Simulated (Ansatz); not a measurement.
Cost and result for the atomization energy of Cl₃ISn, SMILES `[Cl][Sn]([Cl])([Cl])[I]` (5 atoms, 4 bonds).

Charge 0, multiplicity 1. Correlated methods include outer-core shells of I, Sn, which these sets cover unevenly. Sn, I takes the def2 core potential. Geometry: relaxed with PBE0-D4/def2-TZVP. Program: Ansatz. All runs use 4 threads of an Arm Neoverse V1 on a shared host. Times are those of one run each, without the atoms' runs, and a repeat can differ threefold. Electronic energies, without spin–orbit coupling; frozen cores. CCSD(T)/CBS adds CCSD(T) − MP2 in def2-TZVPP to the MP2 limit, and its time is that of the two runs behind it. T1 = 0.010. With those shells the extrapolation isn't a true limit. B3LYP takes the VWN-RPA correlation (the form of Gaussian; ORCA's B3LYP/G). HSE06 is the plane-wave form, built on full-range PBE exchange.

CCSD(T)/CBS is a level of theory with its own doubt, some kJ/mol a heavy atom from the limit and from the frozen cores, so smaller differences don't rank the functionals.

```tsv
level	functions	wall time
PBE-D4/def2-TZVPP (with forces)	226	2.5 s
CCSD(T)/def2-SVP	106	3.7 s
PBE0-D4/def2-TZVPP	226	4.4 s
HSE06-D4/def2-TZVPP	226	4.8 s
BHLYP-D4/def2-TZVPP	226	4.9 s
B3LYP-D4/def2-TZVPP (with forces)	226	7 s
B2PLYP/def2-TZVPP	226	7.5 s
PBE-QIDH/def2-TZVPP	226	7.5 s
ωB97X-V/def2-TZVPP	226	10 s
ωB97M-V/def2-TZVPP (with forces)	226	15 s
MP2/def2-QZVPP	374	16 s
CCSD(T)/def2-TZVPP	226	81 s
CCSD(T)/CBS(def2)	–	96 s
```

(1) What atomization energy does each give, and how far from CCSD(T)/CBS? (Best estimate.)

Results:

(1) Computed: 
```tsv
level	atomization (kcal/mol)	difference from CCSD(T)/CBS	per bond
PBE-D4/def2-TZVPP (with forces)	302.4	0.3	0.1
CCSD(T)/def2-SVP	258.2	-43.9	-11.0
PBE0-D4/def2-TZVPP	296.2	-5.9	-1.5
HSE06-D4/def2-TZVPP	296.5	-5.6	-1.4
BHLYP-D4/def2-TZVPP	278.0	-24.1	-6.0
B3LYP-D4/def2-TZVPP (with forces)	284.5	-17.6	-4.4
B2PLYP/def2-TZVPP	281.9	-20.2	-5.0
PBE-QIDH/def2-TZVPP	295.0	-7.1	-1.8
ωB97X-V/def2-TZVPP	297.3	-4.8	-1.2
ωB97M-V/def2-TZVPP (with forces)	293.1	-9.0	-2.2
MP2/def2-QZVPP	310.4	8.3	2.1
CCSD(T)/def2-TZVPP	281.2	-20.9	-5.2
CCSD(T)/CBS(def2)	302.1	0.0	0.0
```

Leaving LDA and LC-ωPBE aside and taking each functional with its dispersion term where it has one, the values, not all of them listed here, spread over 26.9 kcal/mol, from BHLYP-D4 to B97M-V. LDA lies +51.7 kcal/mol from PBE without D4, its usual overbinding. In def2-TZVPP, CCSD(T) changes the Hartree–Fock value by +81.8 kcal/mol (the triples alone add +10.7 kcal/mol) and MP2 by +98.3 kcal/mol; breaking electron pairs costs correlation energy, which Hartree–Fock lacks. At CCSD(T), def2-SVP lies −43.9 kcal/mol from the extrapolated value and def2-TZVPP −20.9 kcal/mol: correlation converges slowly with the basis, and small sets miss more of it in the bonded molecule than in its fragments.

Spin–orbit coupling would lower the free I, Sn atoms strongly, and the atomization energy with them, by more than many differences here. For some Ge, Se and Sn compounds the MP2-based and the directly extrapolated limit differ by 10 to 25 kJ/mol.
